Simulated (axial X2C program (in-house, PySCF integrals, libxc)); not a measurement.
# AsF: properties at the nuclei

Computed with an in-house all-electron X2C program for linear molecules (integrals from PySCF): two-component X2C with atomic mean-field Coulomb and Gaunt terms, Gaussian nuclei, basis As dyall-cv3z, F dyall-av3z with contracted cores.

R = 1.746 Å (near the PBE0 minimum at charge 0 of the determinant lowest at the starting distance; the state shown can have its own minimum elsewhere).

Determinant lowest in the PBE0 search, Ω = 1 (⟨Sz⟩ = 1.00, ⟨Lz⟩ = 0.00 at PBE0), spin on the atoms As 0.99, F 0.01:

```json
{"level": "PBE0", "Eeff magnitude (GV/cm)": "0.294", "Ws magnitude As (kHz)": "0.142", "A∥/gI As (MHz)": "-522", "qzz As (a.u.)": "2.89", "A∥/gI F (MHz)": "-15.9", "qzz F (a.u.)": "1.75", "μ (D)": "-1.73"}
{"level": "HF", "Eeff magnitude (GV/cm)": "1.01", "Ws magnitude As (kHz)": "0.446", "A∥/gI As (MHz)": "-377", "qzz As (a.u.)": "3.02", "A∥/gI F (MHz)": "14.3", "qzz F (a.u.)": "1.79", "μ (D)": "-2.07"}
{"level": "BHandHLYP", "Eeff magnitude (GV/cm)": "0.299", "Ws magnitude As (kHz)": "0.145", "A∥/gI As (MHz)": "-418", "qzz As (a.u.)": "3.13", "A∥/gI F (MHz)": "-4.8", "qzz F (a.u.)": "1.73", "μ (D)": "-1.95"}
{"level": "LDA", "Eeff magnitude (GV/cm)": "0.0518", "Ws magnitude As (kHz)": "0.00653", "A∥/gI As (MHz)": "-501", "qzz As (a.u.)": "2.99", "A∥/gI F (MHz)": "-34.3", "qzz F (a.u.)": "1.65", "μ (D)": "-1.57"}
{"level": "PBE", "Eeff magnitude (GV/cm)": "0.132", "Ws magnitude As (kHz)": "0.0734", "A∥/gI As (MHz)": "-548", "qzz As (a.u.)": "2.84", "A∥/gI F (MHz)": "-25.9", "qzz F (a.u.)": "1.69", "μ (D)": "-1.55"}
```

Determinant 0.79 eV from it at PBE0 and this distance, Ω = 0 (closed shell), highest spinor 85% As p, 9% F p, 3% F d:

```csv
level,qzz As (a.u.),qzz F (a.u.),μ (D)
PBE0,3.04,1.67,-1.65
HF,3.04,1.73,-2.01
BHandHLYP,3.13,1.70,-1.89
LDA,3.16,1.58,-1.50
PBE,3.04,1.59,-1.45
```

Eeff is the effective electric field on the electron electric dipole moment in this Ω state and Ws the scalar–pseudoscalar constant of the nucleus named (defined with the proton number Z and per Ω); A∥ (defined per Ω) follows by multiplying with gI = μI/(I μN); qzz is the electric field gradient, eQq0 = 234.96 MHz × Q/barn × qzz; μ is positive if the F end (last atom) is positive. The operators were transformed with the bare-nucleus X2C matrices; with these basis sets, hyperfine constants and field gradients can be off by tens of per cent, and where levels differ in sign neither size nor sign is settled.

Task: With gI(75As) = 0.9597, Q(75As) = 0.311 barn (g factors from the IAEA table of nuclear moments by Stone; Q from Pyykkö, Mol. Phys. 2018), turn the PBE0 values of the first state into constants in MHz.

Result: A∥(75As) = -522 × 0.9597 = -501 MHz; eQq0(75As) = 234.96 × (0.311) × (2.89) = 211 MHz.

Each state is one determinant with collinear spin, which with several unpaired electrons need not be a pure state. Unrestricted Hartree–Fock can overshoot spin polarisation at the nuclei. In the state Ω = 1 the sign of Eeff differs between levels (LDA against PBE0). A closed determinant beside an open π² or δ² triplet, such as (π1/2)², mixes with its partner pair into the 0⁺ component of the triplet and ¹Σ⁺, so its energy is not that of a level, and 0⁺ can lie lowest. With several open shells hyperfine constants can be off by a factor of several. Where Eeff spreads by more than a factor of two the levels disagree and none is to be relied on. Open-shell Ω = 0 determinants with evenly filled partner blocks cannot be reached by this program, so the Ω shown need not be the lowest component. The search compared states at one distance, so a state with another bond length can lie lower. The sign of Ws at As differs between levels in the first state. Further determinants of the search, some of them spin-mixed, are not shown. Where a field gradient or hyperfine factor spreads by more than a factor of two over the levels, a constant derived from it is not to be relied on. PBE0 term energies can be off by some tenths of an eV.
